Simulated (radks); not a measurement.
Problem. The mean radii <r> (bohr) of the occupied orbitals of an atom or ion are listed with their occupations. Calculated with a radial shooting solver on a logarithmic mesh with Libxc functionals: non-relativistic Kohn-Sham, LDA (Slater exchange, Perdew-Wang correlation), spin-unpolarised, spherical densities, point nucleus.

orbital  occ.      <r>
1s          2  0.01886
2s          1  0.07622

Name the element and its charge.

Solution. Z = 80, mercury, charge +77: Hg77+ in [He] 2s1. The 1s radius gives Z: for a bare nucleus <r> = 1.5/Z, 0.01875 bohr for Z = 80, and screening makes it slightly larger (0.01886 here). The occupations add up to 3, and the charge is Z minus that.
